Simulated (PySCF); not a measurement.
Ionisation energy of C⁺ by level of theory

C⁺ [He] 2s2 2p1 (2P) → C²⁺ [He] 2s2 (1S), as a difference of total energies. Computed with PySCF 2.14 in aug-cc-pwCVTZ (7s6p4d2f, 59 functions), with no relativity, point nucleus. Correlated levels: valence: 1s2 frozen. The calculations carry no spin-orbit coupling.

```tsv
method	ionisation energy (eV)	error (eV)
UHF	24.154	-0.224
MP2 (valence)	24.377	-0.001
SCS-MP2 (valence)	24.334	-0.044
CCSD (valence)	24.211	-0.167
CCSD(T) (valence)	24.244	-0.134
```

Reference: 24.378 eV (measured; NIST levels, between the centres of gravity of the two terms).

Errors of the correlated levels include the incompleteness of this basis and the frozen core.
